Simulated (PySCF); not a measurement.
Compound: InCl2H.
Cartesian coordinates in Å at the PBE0-D3(BJ)/def2-SVP level; atoms count from 1:
```
atom  x, y, z in Å
In1   -0.1239   -0.1978   -0.0001
Cl2    2.2133   -0.1168    0.0140
Cl3   -1.0495    1.9479   -0.0121
H4    -1.0399   -1.6333   -0.0017
```

The calculation used PBE0-D3(BJ)/def2-SVP geometry optimisation, gas phase, def2 core potentials past Kr (PySCF).

(1) Which atoms are bound to In1, and at what distances?

(2) List the angles at In1.

(3) What is the shape at In1?

(4) What are the rotational constants (commonest isotopes, rigid rotor)?

Results:

(1) 3 atoms: H4 1.703 Å, Cl3 2.337 Å, Cl2 2.339 Å.

(2) 
| angle | degrees | distance of the outer atoms (Å) |
| --- | --- | --- |
| Cl2–In1–H4 | 124.5 | 3.59 |
| Cl3–In1–H4 | 124.1 | 3.58 |
| Cl2–In1–Cl3 | 111.4 | 3.86 |

(3) Planar: angles 124.5°, 124.1° and 111.4°, sum 360.0°, 0.00 Å off the plane of its three neighbours. Differences among atoms that C2v makes equivalent are scatter left by the optimiser.

(4) A = 6286, B = 1939, C = 1482 MHz: an asymmetric top.

Point group: C2v (every atom within 0.08 Å of its image). Charge 0, singlet. Whether it is a minimum is left open (no frequencies).
